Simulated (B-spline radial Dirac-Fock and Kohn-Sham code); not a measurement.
Internal conversion coefficients of Al at 438 keV

Z = 13 (aluminum), transition energy 438 keV. These are calculated numbers from a radial atomic solver; the model is a Dirac-Hartree-Slater potential of the neutral atom with a Latter tail (no hole, which puts coefficients of high multipoles low close above an edge), finite nucleus with surface currents. Subshells that would emit electrons below 1 keV are left out.

Input file task.json (cfg lists n, l and occupation; rrms is the nuclear radius in fm):

```json
{"items": [{
  "Z": 13,
  "q": 0,
  "cfg": [[1, 0, 2], [2, 0, 2], [2, 1, 6], [3, 0, 2], [3, 1, 1]],
  "A": 27,
  "rrms": 3.061,
  "do": "conversion",
  "gamma": [438.0],
  "edges": {"K": 1559.0, "L1": 117.8, "L2": 72.9, "L3": 72.5}
}]}
```

Launch: `python xray2_run.py task.json out`

```tsv
subshell	electron energy (keV)	E3	E4	M1	M2	M4
K	436.44	0.00102	0.00342	8.77e-05	0.000297	0.00321
L1	437.88	7.12e-05	0.000238	6.11e-06	2.08e-05	0.000226
L2	437.93	5.20e-07	3.19e-06	1.57e-08	9.98e-08	2.60e-06
L3	437.93	5.13e-07	2.68e-06	1.21e-08	4.89e-08	1.95e-06
M1	437.99	4.86e-06	1.62e-05	4.18e-07	1.42e-06	1.54e-05
M2	438.00	3.00e-09	1.84e-08	9.06e-11	5.77e-10	1.50e-08
M3	438.00	2.96e-09	1.54e-08	7.00e-11	2.82e-10	1.13e-08
total		0.00110	0.00368	9.42e-05	0.000319	0.00346
```

**Question.** For a pure E3 transition, what fraction of decays emits a photon?

**Answer.** 1/(1 + α) = 0.999 with the total α = 0.00110.
